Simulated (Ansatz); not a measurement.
Reaction (formal exchange of groups at a Zr–F bond): `[OH][Zr]([F])([F])[F]` + CH₄ → `[CH3][Zr]([OH])([F])[F]` + H–F

Isolated molecules relaxed with PBE0-D4/def2-TZVP in Ansatz; ΔE leaves out vibrations. CCSD(T)/CBS adds triple-zeta CCSD(T) − MP2 to the extrapolated MP2 energy (def2 sets, frozen cores). This one scheme is used for every species. Functionals use def2-TZVPP. B3LYP here is the variant with VWN-RPA as its local correlation; programs differ in this. def2 core potentials past Kr. For Zr outer-core shells are correlated without core-valence functions, which leaves a few kJ/mol of doubt a bond. Each species was taken in one conformer, which may not be the lowest.

CCSD(T)/CBS gives +219.2 kJ/mol.

**Question.** Another level gave +226.3 kJ/mol. Which?
A. B3LYP/def2-TZVPP
B. BHLYP-D4/def2-TZVPP
C. PBE0/def2-TZVPP
D. RPA@PBE/def2-TZVPP

**Answer.** C. PBE0 226.3, B3LYP 237.2, RPA@PBE/def2-TZVPP 220.3, BHLYP-D4 233.0 kJ/mol.

Largest T1 diagnostic among the species: 0.017.

In def2-TZVPP, CCSD(T) changes the Hartree–Fock value by −19.7 kJ/mol (the triples alone add −0.9 kJ/mol) and MP2 by −18.6 kJ/mol. From r2SCAN to r2SCAN0 (25 % exact exchange), in def2-TZVPP and without D4, ΔE moves by −5.3 kJ/mol.
